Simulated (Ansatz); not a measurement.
A nudged elastic band was laid between two geometries of ClF4HHf (7 atoms, charge 0, multiplicity 1).

The calculation used RKS PBE0-D4/def2-SVP (Ansatz 0.2.0).

```yaml
movable_images: 9
climbing_image: yes
spring: 5.0 eV/Å²
optimiser: quadratic models (default)
start_path: through a guess of the saddle point
force_threshold: 0.05 eV/Å
iteration_limit: 46
end_points: relaxed
```

Image 0:

```xyz
7
Properties=species:S:1:pos:R:3
Hf -0.057 0.000 0.069
Cl 0.183 0.000 2.469
F 1.766 0.000 -0.450
F -0.692 1.601 -0.736
F -0.692 -1.601 -0.736
F -2.242 0.000 1.006
H -2.008 0.000 1.920
```

Image 10:

```xyz
7
Properties=species:S:1:pos:R:3
Hf -0.445 0.000 -0.525
Cl -0.189 0.000 3.496
F 1.330 0.000 0.150
F -0.683 1.541 -1.610
F -0.683 -1.541 -1.610
F -1.797 0.000 0.842
H -1.275 0.000 2.799
```

**Question.** What changes between the two ends?

**Answer.** Bonds broken: Hf1–Cl2, F6–H7. Bonds formed: Cl2–H7. ClF4HHf becomes ClH + F4Hf.

**Question.** Give the energies along the band, and the barrier.

**Answer.** The forces met the threshold. The highest image is number 4 of 0 to 10, 33.4 kJ/mol above the first end and 8.8 kJ/mol above the last; the last end lies 24.6 kJ/mol above the first. Beside the main top the profile has a ripple of under 15 meV (maxima at images 4, 9), which may be a very shallow well or noise. A structure lower than the last end lies on the path between it and the top, so the climb from that side starts below the end, which may itself be a saddle point or a shallow side well. A vibrational analysis at the climbing image gives one clearly imaginary mode, 288i cm⁻¹, and a faint second one (27i cm⁻¹) that may be numerical noise or a soft torsion: probably a first-order saddle point. The orbitals stay closed-shell, which can raise the energy where a bond breaks towards radicals; this wasn't checked here.

```csv
image,path coordinate (Å),energy (kJ/mol),Hf1–Cl2 (Å),F6–H7 (Å),Cl2–H7 (Å)
0,0.00,0.0,2.41,0.94,2.26
1,0.28,2.0,2.45,0.96,2.05
2,0.56,9.5,2.50,0.99,1.86
3,0.85,23.4,2.58,1.07,1.65
4,1.13,33.4,2.69,1.32,1.43
5,1.46,28.4,2.82,1.65,1.33
6,1.79,24.3,2.92,1.97,1.30
7,2.12,23.1,3.02,2.31,1.29
8,2.45,24.8,3.36,2.26,1.29
9,2.78,25.0,3.72,2.16,1.29
10,3.12,24.6,4.03,2.02,1.29
```

**Question.** What is the geometry of the highest image?

**Answer.** 
```xyz
7
Properties=species:S:1:pos:R:3
Hf -0.359 0.000 -0.060
Cl -0.020 0.000 2.612
F 1.546 0.000 -0.025
F -0.717 1.547 -1.092
F -0.717 -1.547 -1.092
F -2.102 0.000 1.048
H -1.372 0.000 2.152
```

The run took 5.7 min on 2 threads of Arm Neoverse V2, on a shared host, peak memory 0.26 GiB.
